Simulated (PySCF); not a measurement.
# Exact mass, isotope pattern and composition

Species: `CS[Si@@H](O)N([SiH3])[SiH3]`.

Calculated from tabulated atomic weights, isotope masses and abundances; no fragmentation.

Problem. What are the average molar mass and the monoisotopic mass?

Solution. For CH11NOSSi3, with standard atomic weights, 1 × 12.011 + 1 × 32.060 + 3 × 28.085 + 1 × 15.999 + 1 × 14.007 + 11 × 1.008 = 169.420 g/mol. From the most abundant isotopes (12C, 32S, 28Si, 16O, 14N, 1H), 1 × 12.000000 + 1 × 31.972071 + 3 × 27.976927 + 1 × 15.994915 + 1 × 14.003074 + 11 × 1.007825 = 168.9869 u.

Problem. Work out the cluster of the molecular ion M+•, one line a nominal mass.

Solution. 
```csv
nominal mass,m/z (centroid),relative intensity
169,168.9864,100.0
170,169.9862,17.6
171,170.9832,15.9
172,171.9829,2.1
173,172.9801,0.9
```

Cut off at 0.1 %. One electron mass, 0.00055 u, is taken off.

Problem. Which m/z would the protonated, sodiated and deprotonated molecule have?

Solution. [M+H]+ 169.9942, [M+Na]+ 191.9761, [M−H]− 167.9796, for the monoisotopic species (arithmetic only; whether such ions form is another matter).

Problem. What share of all molecules is the monoisotopic species?

Solution. 0.9893 × 0.9493 × 0.922297^3 × 0.99757 × 0.99632 × 0.999885^11 = 73.14 %.

Problem. Elemental analysis, calculated?

Solution. C 7.09 %, S 18.92 %, Si 49.73 %, O 9.44 %, N 8.27 %, H 6.54 %.

Problem. Count the protons, neutrons and electrons of the monoisotopic species, and give its exact less its nominal mass.

Solution. 90 protons, 79 neutrons and 90 electrons; 168.9869 − 169 = -0.0131 u.
